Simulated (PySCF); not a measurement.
SeFBr, SMILES F[Se]Br. Atoms are numbered in the order given.

```xyz
3

Se     0.4134     0.9220     0.0000
F     -1.2117     1.5633     0.0000
Br    -0.0900    -1.2977     0.0000
```
Charge 0, spin multiplicity 1.

Geometry: ωB97X-D3(BJ)/def2-TZVP.

These are B3LYP/pcSseg-2 in PySCF values and carry that method's errors.

GIAO shieldings, no solvent; atoms alike by connectivity are averaged. δ = σ(ref) − σ: ⁷⁷Se against Me2Se (σ = 1646.2 ppm); ¹⁹F against CFCl3 (σ = 159.6 ppm), references at their B3LYP-D3(BJ)/def2-TZVP geometries, non-relativistic (without spin–orbit terms, shifts of atoms bonded to Cl or Br come out too high).

```csv
nucleus,atoms,count,δ (ppm)
⁷⁷Se,Se1,1,2756.7
¹⁹F,F2,1,-369.4
```
